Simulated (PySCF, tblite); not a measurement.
C7H6F4.
SMILES: `FC(F)(F)[C@]12[C@@H]3C[C@@]1(F)C[C@@H]32`

Method used: PBE0/pcSseg-1 in PySCF (dipole) on a GFN2-xTB geometry, gas phase.

Masses are those of the commonest isotopes; rigid-rotor values at the optimised geometry. 

Problem. What are A, B and C (MHz)?

Solution. Ia = 276.72, Ib = 525.14, Ic = 583.86 u·Å²; 505379 MHz·u·Å²/I gives A = 1826, B = 962.4, C = 865.6 MHz.

Problem. Classify the top.

Solution. An asymmetric top; Ray's κ = -0.798.

Problem. Is it planar, by Δ = Ic − Ia − Ib?

Solution. Not planar: Δ = Ic − Ia − Ib = -217.99 u·Å². For a rigid frame Δ = −2 Σ m c², so Σ m c² = 109.00 u·Å² lies off the ab plane: 15.98 from hydrogen and 93.01 from heavier atoms. The atom farthest from that plane is 2.15 Å away.

Problem. Give the other two planar moments, Paa and Pbb, and the rms extents of the mass along the axes.

Solution. Paa = Σ m a² = (Ib + Ic − Ia)/2 = 416.14 and Pbb = Σ m b² = (Ia + Ic − Ib)/2 = 167.72 u·Å². With the mass M = 166.04 u, the rms extents √(P/M) along a, b and c are 1.58, 1.01, 0.81 Å.

Problem. Where do the levels up to J = 4 lie, in cm⁻¹?

Solution. Above 0(0,0):
J = 1: 1(0,1) 0.0610, 1(1,1) 0.0898, 1(1,0) 0.0930
J = 2: 2(0,2) 0.1827, 2(1,2) 0.2085, 2(1,1) 0.2182, 2(2,1) 0.3047, 2(2,0) 0.3049
J = 3: 3(0,3) 0.3646, 3(1,3) 0.3864, 3(1,2) 0.4058, 3(2,2) 0.4876, 3(2,1) 0.4888, 3(3,1) 0.6399, 3(3,0) 0.6399
J = 4: 4(0,4) 0.6060, 4(1,4) 0.6234, 4(1,3) 0.6556, 4(2,3) 0.7313, 4(2,2) 0.7350, 4(3,2) 0.8843, 4(3,1) 0.8844, 4(4,1) 1.0969, 4(4,0) 1.0969
The levels of one J sum to (2J + 1)J(J + 1)(A + B + C)/3.

Problem. Which types of transition are allowed, and where do some lines up to J = 4 fall?

Solution. The dipole components are |μa| = 2.33 D, |μb| = 2.37 D, |μc| = 0.00 D; the mirror of this Cs structure is the ab plane, so μc vanishes by symmetry and there are no c-type lines. Intensities carry the squares of the components, which stand as 0.96 : 1.00 (a : b). Some lines, for components of 0.1 D or more:

```
type  branch         J(Ka,Kc)    MHz  lower level (cm⁻¹)
   b       Q  2(1,1) ← 2(0,2)   1065               0.183
   b       Q  3(1,2) ← 3(0,3)   1236               0.365
   a       R  1(0,1) ← 0(0,0)   1828               0.000
   b       Q  2(2,0) ← 2(1,1)   2600               0.218
   b       R  1(1,1) ← 0(0,0)   2692               0.000
   b       R  2(0,2) ← 1(1,1)   2784               0.090
   b       R  4(2,2) ← 3(3,1)   2852               0.640
   b       Q  2(2,1) ← 2(1,2)   2882               0.209
   a       R  2(0,2) ← 1(0,1)   3648               0.061
   a       R  2(1,1) ← 1(1,0)   3753               0.093
   b       R  4(1,3) ← 3(2,2)   5037               0.488
   a       R  3(1,3) ← 2(1,2)   5334               0.209
   a       R  3(2,1) ← 2(2,0)   5514               0.305
   b       Q  4(4,1) ← 4(3,2)   6374               0.884
   b       R  4(0,4) ← 3(1,3)   6582               0.386
   a       R  4(0,4) ← 3(0,3)   7238               0.365
   a       R  4(2,2) ← 3(2,1)   7380               0.489
   b       R  4(1,4) ← 3(0,3)   7759               0.365
   b       R  3(2,2) ← 2(1,1)   8076               0.218
   b       R  3(3,0) ← 2(2,1)  10051               0.305
   b       R  4(2,2) ← 3(1,3)  10450               0.386
```

Its GFN2-xTB frequencies are all real (lowest 29 cm⁻¹). Zero-point vibration and centrifugal distortion are left out.

Shape of the structure used: `[F:1][C:2]([F:3])([F:4])[C@:5]12[C@@H:6]3[CH2:7][C@@:8]1([F:9])[CH2:10][C@H:11]23`: F1–C2–C5–C6 -163°.
